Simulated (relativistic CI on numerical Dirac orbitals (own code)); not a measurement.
Transition arrays of Ag VII

Calculated at this level of theory: Dirac-Coulomb-Breit CI, KLI orbitals optimised for each configuration, a model potential for QED, valence Slater integrals scaled by 0.9, whole transition arrays (own radial code, finite nucleus).

Configurations in the expansion (outside the closed core [Ar] 3d10 4s2): 4p⁶4d⁵, 4p⁶4d⁴4f, 4p⁵4d⁶, 4p⁶4d⁴5p, 4p⁶4d⁴5f. Levels of other configurations are missing.

All E1 lines from the levels of 4p⁶4d⁵; mean and standard deviation are weighted by gf, and upper levels are sorted by their leading configuration.

```csv
Upper configuration,Lines,Σgf,Mean (eV),Mean (nm),σ (eV),Strongest line (nm)
4p⁶4d⁴4f,6004,385.6,59.02,21.006,4.44,19.902
4p⁵4d⁶,1943,684.2,66.13,18.749,5.16,16.043
4p⁶4d⁴5p,3245,170.6,40.30,30.763,1.60,30.066
4p⁶4d⁴5f,6238,1623.8,76.10,16.293,3.38,16.042
```

Σgf per state of the lower configuration in bins of 0.5 nm over the central range (centre: value): 15.25: 0.14, 15.75: 2.62, 16.25: 2.70, 16.75: 0.30, 17.25: 0.24, 17.75: 0.33, 18.25: 0.85, 18.75: 0.74, 19.25: 0.71, 19.75: 0.82, 20.25: 0.14, 20.75: 0.18, 21.25: 0.14, 21.75: 0.19, 22.25: 0.15, 22.75: 0.17, 23.25: 0.11, 23.75: 0.07, 24.25: 0.05, 29.25: 0.03, 29.75: 0.07, 30.25: 0.13, 30.75: 0.17.

**Question.** How do configuration mixing and the scaling of the Slater integrals move the arrays?

**Answer.** Slater scale 0.9, no configuration mixing: 4p⁶4d⁴4f 60.3 ± 2.5 eV (Σgf 1452.0), 4p⁵4d⁶ 68.1 ± 5.4 eV (Σgf 828.3), 4p⁶4d⁴5p 40.3 ± 1.6 eV (Σgf 195.2), 4p⁶4d⁴5f 73.8 ± 1.8 eV (Σgf 100.5); Slater scale 1: 4p⁶4d⁴4f 60.9 ± 4.9 eV (Σgf 454.6), 4p⁵4d⁶ 68.7 ± 7.8 eV (Σgf 433.3), 4p⁶4d⁴5p 40.4 ± 1.8 eV (Σgf 169.0), 4p⁶4d⁴5f 76.2 ± 4.4 eV (Σgf 1860.4); Slater scale 0.8: 4p⁶4d⁴4f 58.1 ± 4.0 eV (Σgf 378.6), 4p⁵4d⁶ 64.5 ± 4.0 eV (Σgf 758.5), 4p⁶4d⁴5p 40.3 ± 1.5 eV (Σgf 172.7), 4p⁶4d⁴5f 75.3 ± 3.0 eV (Σgf 1501.3). With mixing, levels are counted to their leading configuration, so an array can shrink or vanish into another, and the sums then hold other lines.
